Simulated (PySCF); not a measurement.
## Name the molecule from its bond curve

A diatomic of charge 0 contains Ba. Its doublet curve at PBE0 in a triple-zeta basis (spin-free X2C with a Gaussian nucleus, PySCF), in eV from the separated fragments:

```csv
R (Å),E (eV)
3.184,-0.277
3.332,-0.370
3.480,-0.423
3.591,-0.441
3.702,-0.447
3.813,-0.442
3.961,-0.423
4.146,-0.386
4.368,-0.333
4.665,-0.259
```

The fit gives ωe = 187 cm⁻¹ and the rotational constant Bₑ = 0.1846 cm⁻¹.

Q: Which atom is the partner?

A: The minimum lies at 3.698 Å, so the reduced mass is 16.8576 u Å² cm⁻¹/(Bₑ·Re²) = 6.678 u. With Ba at 137.91 u the partner weighs about 7.0 u: Li. The molecule is BaLi.

Spin–orbit coupling is left out. The state is the lowest determinant that a PBE0 search found; another state may lie lower at other levels.
